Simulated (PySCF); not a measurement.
Input file for PySCF: R-B3LYP/LANL2DZ on BBr2H (SMILES BrBBr), a point of a bond scan (R = 2.092 Å).

```python
from pyscf import gto, scf, dft, mp
from pyscf.data.elements import chemcore

mol = gto.M(
    atom='''
    B    -0.62320330   -0.38098068   -0.41274424
    H    -1.49972863   -0.91682382   -0.99326231
    Br   -0.29882948    1.66337357   -0.71513870
    Br    0.46019644   -1.39690240    0.77499068
    ''',
    basis='lanl2dz',
    ecp={'Br': 'lanl2dz'},
    charge=0, spin=0, verbose=3, max_memory=1800)
mf = dft.RKS(mol, xc='b3lyp')
mf.conv_tol = 1e-8
mf.max_cycle = 100
mf.kernel()
if not mf.converged:
    mf = mf.newton().run(mf.mo_coeff, mf.mo_occ)
```

Output:

```
converged SCF energy = -51.8146818516164
```

The run converged.

Cost: around 2.1 core-seconds (rough).
